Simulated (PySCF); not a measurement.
In(I) cation (IIn), SMILES [In][I] (connectivity only; charge and spin as stated), charge +1, multiplicity 2. Atoms are numbered in the order given.

```xyz
2

In     0.0000     0.0000    -1.7271
I      0.0000     0.0000     1.5968
```
Charge +1, spin multiplicity 2.

Geometry: PBE0-D3(BJ)/def2-TZVP. The multiplicity is an assumed one; other spin states were not compared. The def2 effective core potentials stand for the cores of I, In; spin–orbit coupling is left out.

Computed with PBE/def2-TZVPD run with PySCF.

Mulliken values depend strongly on the basis, most of all with diffuse functions as here. ESP charges are fitted to the potential on shells at 1.4 to 2.0 van der Waals radii. Atomic charges (e):

| atom | ESP fit | Mulliken | Mulliken spin |
|---|---|---|---|
| In1 | ___ | 0.76 | -0.02 |
| I2 | ___ | 0.24 | 1.02 |

**Question.** Some entries are withheld; supply them. (The exact figures need the calculation; the answer reports its results.)

**Answer.** 
- In1, ESP fit: 0.73
- I2, ESP fit: 0.27
